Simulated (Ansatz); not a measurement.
Born–Oppenheimer molecular dynamics of BFH₃NO (7 atoms, charge 0, multiplicity 1). It starts from a relaxed structure.

Theory: RKS PBE/6-31G* in Ansatz 0.2.0.

- ensemble: NVT, Nosé–Hoover chain
- time step: 0.5 fs
- steps asked: 150
- set temperature: 1500 K
- thermostat: time constant 20 fs, chain length 3
- seed: 632565

First frame:

```xyz
7
Properties=species:S:1:pos:R:3
B 0.042 -0.063 -0.133
F -0.150 0.525 1.079
N 1.307 0.015 -0.756
H 1.494 -0.406 -1.660
H 2.093 0.499 -0.337
O -0.999 -0.731 -0.747
H -1.794 -0.687 -0.183
```

Q: How far do the bonds stretch over the last three quarters of this one trajectory? (Pairs bonded in most of those frames.)

A: 
```tsv
bond	mean (Å)	spread (Å)	shortest	longest
B1–F2	1.378	0.037	1.32	1.44
B1–N3	1.426	0.062	1.32	1.52
B1–O6	1.397	0.066	1.28	1.52
N3–H4	1.045	0.093	0.90	1.18
N3–H5	1.023	0.036	0.96	1.10
O6–H7	0.976	0.018	0.95	1.01
```

Mean temperature of the second half: 1405 K. The conserved energy stayed within 2.2 meV per atom of its start (net change 1.8 meV per atom), so the integration is sound. A run of 0.075 ps of so small a system gives no equilibrium averages.

Run time: 2.9 min on 1 thread of Arm Neoverse V2, with other jobs on the host, peak memory 0.1 GiB.
